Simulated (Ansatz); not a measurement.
A first, cheap relaxation of CH$_{7}$ClOSi$_{2}$, SMILES `C[SiH](Cl)[SiH2]O`.

```yaml
crystal:
  periodic: [false, false, false]
  atoms:
    - {symbol: C, position_ang: [-1.157900, -0.398000, 1.413800]}
    - {symbol: Si, position_ang: [0.459200, -0.607600, 0.655800]}
    - {symbol: Cl, position_ang: [1.806000, 0.494500, 1.703800]}
    - {symbol: Si, position_ang: [0.518100, 0.102700, -1.560700]}
    - {symbol: O, position_ang: [0.133800, 1.712900, -1.700200]}
    - {symbol: H, position_ang: [-1.220000, -0.646700, 2.450600]}
    - {symbol: H, position_ang: [-1.484100, 0.700000, 1.368300]}
    - {symbol: H, position_ang: [-1.930300, -0.921500, 0.871900]}
    - {symbol: H, position_ang: [0.879600, -2.014000, 0.807400]}
    - {symbol: H, position_ang: [1.768900, -0.150100, -2.160100]}
    - {symbol: H, position_ang: [-0.601800, -0.649600, -2.296900]}
    - {symbol: H, position_ang: [0.905600, 2.322200, -1.519600]}
basis:
  gaussian: {orbitals: def2-SVP}
hamiltonian: {xc: pbe, dispersion: d4}
relax: {f_tol: 0.03, max_steps: 200}
```

```sh
$ ansatz run in.yaml --threads 4 --pin off --events-out ev --progress --plain --max-ram 10444MiB
```

It prints (some lines left out):

```
Functional definition: PBE
mean field -31449.62017983 eV, -1155.7522242907 hartree, gradient 5.2e-5 eV, S^2 0.000000; 0 other end points of the search recorded, 0 dependent functions left out
relax step   1: F+E_penalty+E_count = -31449.92646132 eV  Δ(F+E_penalty+E_count) = +0.000e0 eV  max|allowed force component| = 2.433e0 eV/Å  Δτ_max = 0.0000 Å  (28 SCF iters, accepted)
mean field -31449.94556893 eV, -1155.7641821194 hartree, gradient 1.1e-5 eV, S^2 0.000000; 0 other end points of the search recorded, 0 dependent functions left out
relax step   2: F+E_penalty+E_count = -31450.24876055 eV  Δ(F+E_penalty+E_count) = -3.223e-1 eV  max|allowed force component| = 9.338e-1 eV/Å  Δτ_max = 0.1755 Å  (29 SCF iters, accepted)
mean field -31450.00945136 eV, -1155.7665297553 hartree, gradient 9.3e-6 eV, S^2 0.000000; 0 other end points of the search recorded, 0 dependent functions left out
relax step   3: F+E_penalty+E_count = -31450.31123579 eV  Δ(F+E_penalty+E_count) = -6.248e-2 eV  max|allowed force component| = 3.511e-1 eV/Å  Δτ_max = 0.1257 Å  (29 SCF iters, accepted)
mean field -31450.02927976 eV, -1155.7672584355 hartree, gradient 7.1e-6 eV, S^2 0.000000; 0 other end points of the search recorded, 0 dependent functions left out
relax step   4: F+E_penalty+E_count = -31450.33290230 eV  Δ(F+E_penalty+E_count) = -2.167e-2 eV  max|allowed force component| = 2.447e-1 eV/Å  Δτ_max = 0.1334 Å  (30 SCF iters, accepted)
mean field -31450.02799372 eV, -1155.7672111746 hartree, gradient 7.9e-6 eV, S^2 0.000000; 0 other end points of the search recorded, 0 dependent functions left out
relax step   5: F+E_penalty+E_count = -31450.33332677 eV  Δ(F+E_penalty+E_count) = -4.245e-4 eV  max|allowed force component| = 1.512e-1 eV/Å  Δτ_max = 0.1274 Å  (30 SCF iters, accepted)
mean field -31450.03917515 eV, -1155.7676220844 hartree, gradient 2.3e-5 eV, S^2 0.000000; 0 other end points of the search recorded, 0 dependent functions left out
relax step   6: F+E_penalty+E_count = -31450.34747550 eV  Δ(F+E_penalty+E_count) = -1.415e-2 eV  max|allowed force component| = 1.122e-1 eV/Å  Δτ_max = 0.1071 Å  (29 SCF iters, accepted)
mean field -31450.04258637 eV, -1155.7677474446 hartree, gradient 7.4e-6 eV, S^2 0.000000; 0 other end points of the search recorded, 0 dependent functions left out
relax step   7: F+E_penalty+E_count = -31450.35299123 eV  Δ(F+E_penalty+E_count) = -5.516e-3 eV  max|allowed force component| = 2.654e-1 eV/Å  Δτ_max = 0.1227 Å  (30 SCF iters, accepted)
mean field -31450.04660382 eV, -1155.7678950831 hartree, gradient 1.9e-5 eV, S^2 0.000000; 0 other end points of the search recorded, 0 dependent functions left out
relax step   8: F+E_penalty+E_count = -31450.35875729 eV  Δ(F+E_penalty+E_count) = -5.766e-3 eV  max|allowed force component| = 1.542e-1 eV/Å  Δτ_max = 0.0758 Å  (29 SCF iters, accepted)
mean field -31450.05118896 eV, -1155.7680635839 hartree, gradient 2.0e-5 eV, S^2 0.000000; 0 other end points of the search recorded, 0 dependent functions left out
relax step   9: F+E_penalty+E_count = -31450.36376540 eV  Δ(F+E_penalty+E_count) = -5.008e-3 eV  max|allowed force component| = 9.900e-2 eV/Å  Δτ_max = 0.0531 Å  (28 SCF iters, accepted)
mean field -31450.05304394 eV, -1155.7681317531 hartree, gradient 1.9e-5 eV, S^2 0.000000; 0 other end points of the search recorded, 0 dependent functions left out
relax step  10: F+E_penalty+E_count = -31450.36589211 eV  Δ(F+E_penalty+E_count) = -2.127e-3 eV  max|allowed force component| = 7.866e-2 eV/Å  Δτ_max = 0.0435 Å  (29 SCF iters, accepted)
mean field -31450.05568584 eV, -1155.7682288413 hartree, gradient 2.7e-5 eV, S^2 0.000000; 0 other end points of the search recorded, 0 dependent functions left out
relax step  11: F+E_penalty+E_count = -31450.36774164 eV  Δ(F+E_penalty+E_count) = -1.850e-3 eV  max|allowed force component| = 9.112e-2 eV/Å  Δτ_max = 0.0822 Å  (28 SCF iters, accepted)
mean field -31450.05684321 eV, -1155.7682713736 hartree, gradient 1.8e-5 eV, S^2 0.000000; 0 other end points of the search recorded, 0 dependent functions left out
relax step  12: F+E_penalty+E_count = -31450.36865029 eV  Δ(F+E_penalty+E_count) = -9.086e-4 eV  max|allowed force component| = 4.417e-2 eV/Å  Δτ_max = 0.0233 Å  (29 SCF iters, accepted)
mean field -31450.05780818 eV, -1155.7683068356 hartree, gradient 1.7e-5 eV, S^2 0.000000; 0 other end points of the search recorded, 0 dependent functions left out
relax step  13: F+E_penalty+E_count = -31450.36923895 eV  Δ(F+E_penalty+E_count) = -5.887e-4 eV  max|allowed force component| = 4.398e-2 eV/Å  Δτ_max = 0.0259 Å  (29 SCF iters, accepted)
mean field -31450.05826638 eV, -1155.7683236744 hartree, gradient 1.7e-5 eV, S^2 0.000000; 0 other end points of the search recorded, 0 dependent functions left out
relax step  14: F+E_penalty+E_count = -31450.36942900 eV  Δ(F+E_penalty+E_count) = -1.900e-4 eV  max|allowed force component| = 3.047e-2 eV/Å  Δτ_max = 0.0202 Å  (29 SCF iters, accepted)
mean field -31450.05851086 eV, -1155.7683326588 hartree, gradient 1.7e-5 eV, S^2 0.000000; 0 other end points of the search recorded, 0 dependent functions left out
relax step  15: F+E_penalty+E_count = -31450.36950983 eV  Δ(F+E_penalty+E_count) = -8.084e-5 eV  max|allowed force component| = 1.480e-2 eV/Å  Δτ_max = 0.0155 Å  (30 SCF iters, accepted)
mean field -31450.05851086 eV, -1155.7683326588 hartree, gradient 1.7e-5 eV, S^2 0.000000; 1 other end points of the search recorded, 0 dependent functions left out
Total energy: -31450.36954825 eV, -1155.7797630719 hartree
Atom 0 at    -1.250255    -0.379317     1.389312 Å, force     0.000212     0.001414     0.007889 eV/Å
Atom 1 at     0.437229    -0.601240     0.584883 Å, force    -0.005246    -0.003325     0.009439 eV/Å
Atom 2 at     1.738415     0.868402     1.400770 Å, force     0.001371     0.007230    -0.001513 eV/Å
Atom 3 at     0.495205     0.054405    -1.677594 Å, force    -0.004236     0.002684     0.001903 eV/Å
Atom 4 at     0.432238     1.740755    -1.594224 Å, force     0.006184    -0.013454     0.006229 eV/Å
Atom 5 at    -1.180424    -0.471603     2.492187 Å, force    -0.000371     0.000327    -0.014803 eV/Å
Atom 6 at    -1.662916     0.619519     1.142702 Å, force     0.003718    -0.008329    -0.000853 eV/Å
Atom 7 at    -1.954765    -1.151190     1.014923 Å, force     0.002483     0.004769     0.003002 eV/Å
Atom 8 at     1.026489    -1.942327     0.931204 Å, force    -0.002691    -0.002697    -0.004074 eV/Å
Atom 9 at     1.743591    -0.469063    -2.345680 Å, force     0.003406    -0.001503    -0.002965 eV/Å
Atom 10 at    -0.697873    -0.394107    -2.472069 Å, force    -0.002221     0.001417    -0.002735 eV/Å
Atom 11 at     0.950166     2.070565    -0.832313 Å, force    -0.002609     0.011468    -0.001519 eV/Å
Dipole moment:    -0.209491    -0.257426     0.163973 e Å
```

Hardware: 4 threads of an Arm Neoverse V1 on a shared host. Wall time 24 s, peak host memory 0.17 GiB.
